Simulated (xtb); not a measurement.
CBr₃, doublet, geometry from GFN2-xTB; GFN1-xTB in xtb.

Here is a job for xtb.
```
$ xtb mol.xyz --gfn 1 --uhf 1 --opt --json

# file mol.xyz
4

Br    -0.90210057     1.60547864     0.00874749
C     -0.00024609    -0.00644433     0.35123384
Br    -0.93921857    -1.58329200    -0.04978510
Br     1.84136133    -0.02108190    -0.01917391
```

What the program printed (banner, timings and long lists left out):

```
   ID    Z sym.   atoms
    1   35 Br     1, 3, 4
    2    6 C      2

           -------------------------------------------------
          |                Calculation Setup                |
           -------------------------------------------------

           -------------------------------------------------
          |                 G F N 1 - x T B                 |
           -------------------------------------------------

          ...................................................
          :                      SETUP                      :
          :.................................................:
          :  # basis functions                  34          :
          :  # atomic orbitals                  31          :
          :  # shells                           11          :
          :  # electrons                        25          :
          :  # halogen bonds                     0          :
          :  max. iterations                   250          :
          :  Hamiltonian                  GFN1-xTB          :
          :  restarted?                      false          :
          :  GBSA solvation                  false          :
          :  PC potential                    false          :
          :  electronic temp.          300.0000000     K    :
          :  accuracy                    1.0000000          :
          :  -> integral cutoff          0.2500000E+02      :
          :  -> integral neglect         0.1000000E-07      :
          :  -> SCF convergence          0.1000000E-05 Eh   :
          :  -> wf. convergence          0.2000000E-04 e    :
          :  Broyden damping             0.4000000          :
          :  net charge                          0          :
          :  unpaired electrons                  1          :
          ...................................................

 iter      E             dE          RMSdq      gap      omega  full diag
   1    -13.6488703 -0.136489E+02  0.523E+00    2.08       0.0  T
   2    -13.6678477 -0.189774E-01  0.526E+00    2.64       1.0  T
   3    -13.7121741 -0.443264E-01  0.266E+00    2.40       1.0  T
   4    -13.7118270  0.347128E-03  0.265E-01    2.42       1.0  T
   5    -13.7121742 -0.347207E-03  0.832E-03    2.40       6.0  T
   6    -13.7121745 -0.267559E-06  0.254E-03    2.40      19.7  T
   7    -13.7121745 -0.231163E-07  0.324E-05    2.40    1541.2  T
   8    -13.7121745 -0.471267E-11  0.227E-07    2.40  100000.0  T

   *** convergence criteria satisfied after 8 iterations ***

         :::::::::::::::::::::::::::::::::::::::::::::::::::::
         ::                     SUMMARY                     ::
         :::::::::::::::::::::::::::::::::::::::::::::::::::::
         :: total energy             -13.675708413055 Eh    ::
         :: gradient norm              0.013510449392 Eh/a0 ::
         :: HOMO-LUMO gap              2.401224068240 eV    ::
         ::.................................................::
         :: SCC energy               -13.712174482108 Eh    ::
         :: -> electrostatic           0.003683405659 Eh    ::
         :: repulsion energy           0.038465587961 Eh    ::
         :: dispersion energy         -0.001999518908 Eh    ::
         :: halogen bond corr.         0.000000000000 Eh    ::
         :: add. restraining           0.000000000000 Eh    ::
         :: total charge               0.000000000000 e     ::
         :::::::::::::::::::::::::::::::::::::::::::::::::::::

      -----------------------------------------------------------
     |                   =====================                   |
     |                        A N C O P T                        |
     |                   =====================                   |
     |               Approximate Normal Coordinate               |
     |                Rational Function Optimizer                |
      -----------------------------------------------------------
[...]
 * total energy  :   -13.6757084 Eh     change       -0.1776357E-13 Eh
 * total energy  :   -13.6725848 Eh     change        0.3123630E-02 Eh
 * total energy  :   -13.6775317 Eh     change       -0.4946951E-02 Eh
 * total energy  :   -13.6776316 Eh     change       -0.9983685E-04 Eh
 * total energy  :   -13.6776353 Eh     change       -0.3724275E-05 Eh
   *** GEOMETRY OPTIMIZATION CONVERGED AFTER 5 ITERATIONS ***
         :: total energy             -13.677635295642 Eh    ::
[...]
         :: add. restraining           0.000000000000 Eh    ::
         :: total charge              -0.000000000000 e     ::
         :::::::::::::::::::::::::::::::::::::::::::::::::::::

           -------------------------------------------------
          |                Property Printout                |
           -------------------------------------------------

    * Orbital Energies and Occupations

         #    Occupation            Energy/Eh            Energy/eV
      -------------------------------------------------------------
         1        2.0000           -0.7393292             -20.1182
         2        2.0000           -0.7392339             -20.1156
         3        2.0000           -0.7392339             -20.1156
         4        2.0000           -0.6084267             -16.5561
         5        2.0000           -0.5377602             -14.6332
         6        2.0000           -0.5377602             -14.6332
         7        2.0000           -0.5098677             -13.8742
         8        2.0000           -0.4611224             -12.5478
         9        2.0000           -0.4611224             -12.5478
        10        2.0000           -0.4567191             -12.4280
        11        2.0000           -0.4567191             -12.4280
        12        2.0000           -0.4474197             -12.1749
        13        1.0000           -0.3550718              -9.6620 (HOMO)
        14                         -0.2857475              -7.7756 (LUMO)
        15                         -0.2295791              -6.2472
        16                         -0.2295791              -6.2472
        17                         -0.1274725              -3.4687
        18                         -0.1266717              -3.4469
        19                         -0.1266717              -3.4469
        20                         -0.1150800              -3.1315
        21                         -0.1150800              -3.1315
        22                         -0.1007297              -2.7410
        23                         -0.0940539              -2.5593
        24                         -0.0940539              -2.5593
       ...                                ...                  ...
        31                          0.3462872               9.4230
      -------------------------------------------------------------
                  HL-Gap            0.0693243 Eh            1.8864 eV
             Fermi-level           -0.3608277 Eh           -9.8186 eV

  Mulliken/CM5 charges         n(s)   n(p)   n(d)
     1Br   -0.04364 -0.02870   1.947  5.041  0.056
     2C     0.13091  0.08611   1.135  2.734  0.000
     3Br   -0.04364 -0.02870   1.947  5.041  0.056
     4Br   -0.04364 -0.02870   1.947  5.041  0.056

Wiberg/Mayer (AO) data.
largest (>0.10) Wiberg bond orders for each atom

 ---------------------------------------------------------------------------
     #   Z sym  total        # sym  WBO       # sym  WBO       # sym  WBO
 ---------------------------------------------------------------------------
     1  35 Br   1.353 --     2 C    1.186
     2   6 C    3.557 --     3 Br   1.186     4 Br   1.186     1 Br   1.186
     3  35 Br   1.353 --     2 C    1.186
     4  35 Br   1.353 --     2 C    1.186
 ---------------------------------------------------------------------------

Topologies differ in total number of bonds
Writing topology from bond orders to xtbtopo.mol

 dipole moment from electron density (au)
     X       Y       Z
   0.0000   0.0007  -0.0390  total (Debye):    0.099

optimized geometry written to: xtbopt.xyz

           -------------------------------------------------
          | TOTAL ENERGY              -13.677635295642 Eh   |
          | GRADIENT NORM               0.000403591640 Eh/α |
          | HOMO-LUMO GAP               1.886409885254 eV   |
           -------------------------------------------------

normal termination of xtb
```
